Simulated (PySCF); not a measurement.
**TDDFT excited states: C7H9ClSi**

Compound: C7H9ClSi.
SMILES: `[SiH3]Cc1ccc(Cl)cc1`

Theory: TDDFT CAM-B3LYP/def2-SVPD, vertical, gas phase, core orbitals frozen in the response (PySCF). One conformer (not necessarily the lowest) at the PBE0-D3(BJ)/def2-SVP geometry, without solvent, vibrations or thermal averaging. Torsions of this conformer, `[SiH3:1][CH2:2][c:3]1[cH:4][cH:5][c:6]([Cl:7])[cH:8][cH:9]1`: Si1–C2–C3–C4 -89°.

Question: Predict the UV-vis stick spectrum at this level.

Answer: 

| state | E (eV) | E (kJ/mol) | λ (nm) | f | \|μ\| (D) | symmetry | main configurations (H = HOMO, L = LUMO) |
| --- | --- | --- | --- | --- | --- | --- | --- |
| S1 | 5.11 | 493 | 242.7 | 0.0077 | 0.63 | A″ | H→L (75%), H-1→L+1 (23%) |
| S2 | 5.67 | 547 | 218.5 | 0.259 | 3.47 | A′ | H→L+1 (84%), H-1→L (13%) |
| S3 | 6.35 | 613 | 195.2 | 0.0012 | 0.22 | – | H→L+2 (57%), H→L+4 (29%) |
| S4 | 6.71 | 647 | 184.9 | 0.290 | 3.37 | A″ | H-1→L+1 (71%), H→L (23%) |
| S5 | 6.76 | 652 | 183.5 | 0.518 | 4.50 | A′ | H-1→L (50%), H→L+4 (17%), H→L+1 (9%) |
| S6 | 6.79 | 655 | 182.7 | 0.302 | 3.42 | A′ | H-1→L (33%), H→L+4 (24%), H→L+2 (20%) |

The lowest singlet comes at 243 nm (493 kJ/mol) in the ultraviolet; it is weak; its leading configuration is HOMO→LUMO (75%). The strongest level in the table is S5 at 6.76 eV (183 nm, f = 0.518). Löwdin shares by element: HOMO carbon 44% or more, chlorine 18% (atoms not listed hold the other 39%); LUMO (one of a set within 0.03 eV) carbon 70% or more (atoms not listed hold the other 30%). Weighted by f, the mean energy of these states is 6.54 eV. Of the 6 states listed, 4 reach f = 0.01 and none stays under 0.0005. Orbital energies (eV): HOMO-3 -10.44, HOMO-2 -10.34, HOMO-1 -8.91, HOMO -8.00, LUMO 0.40, LUMO+1 0.43, LUMO+2 1.02. Symmetry labels in Cs follow from the direction of the transition dipole and are given only for states with f of 0.002 or more. Only the lowest 6 singlets were computed, as vertical energies without vibronic structure.
